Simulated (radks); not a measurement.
Numerical settings for neutral caesium, [Xe] 6s1. Method: scalar-relativistic Kohn-Sham, r2SCAN, spin-unpolarised, spherical densities, finite nucleus; meta-GGA in the generalised Kohn-Sham scheme; Fermi nuclear charge, rms radius 4.8041 fm; computed with a radial shooting solver on a logarithmic mesh with Libxc functionals. The defaults (mesh step 0.008 in ln r, mesh end at 40 bohr or more with all orbitals vanishing there, Anderson mixing 0.5 over 9 steps, residual threshold near 1e-9 with the energy settled to 1e-9 hartree or 1e-11 of itself, here a cap of 64 iterations) give E = -7787.644 hartree and 6s at -2.047 eV in 15 iterations. Run on one thread of a shared host, so times are rough (Arm Neoverse V1): 0.14 s of CPU time, 0.14 s wall, 15 iterations on 2440 mesh points. Changes against that run (0 stands for a change within the tolerance of the run):

| setting | iterations | converged | E (mhartree) | e(6s) (meV) | CPU (s) |
|---|---|---|---|---|---|
| mesh step in ln r 0.08 | 4 | no | diverged | - | 0.02 |
| mesh step in ln r 0.003 | 17 | yes | 0 | +0.00927 | 0.39 |
| mesh step in ln r 0.12 | 2 | no | diverged | - | 0.01 |
| mesh end (bohr) 20 | 15 | yes | +0.00796 | +1.01 | 0.13 |
| mesh end (bohr) 3 | 10 | level above zero | +4.17e+03 | +7.08e+04 | 0.08 |
| residual threshold 1e-16 | 64 | no | 0 | +0.00876 | 0.37 |
| residual threshold 0.1 | 11 | yes | 0 | -0.0095 | 0.11 |
| mixing 1.5 | 13 | yes | 0 | +0.0239 | 0.13 |
| linear mixing, mixing 0.8 | 45 | no | diverged | - | 0.32 |
| linear mixing, mixing 0.2 | 64 | no | 0 | +0.0497 | 0.48 |
| mixing history 3 | 16 | yes | 0 | +0.0456 | 0.15 |
| iteration cap 3 | 3 | no | +48.7 | -10.2 | 0.04 |

Settled on a wrong energy, with an occupied level pushed above zero by the early mesh end: mesh end (bohr) 3 (+4.17 hartree). Apart from these: no run marked as converged misses the energy by more than 1 mhartree. A mesh that ends early acts as a hard wall.
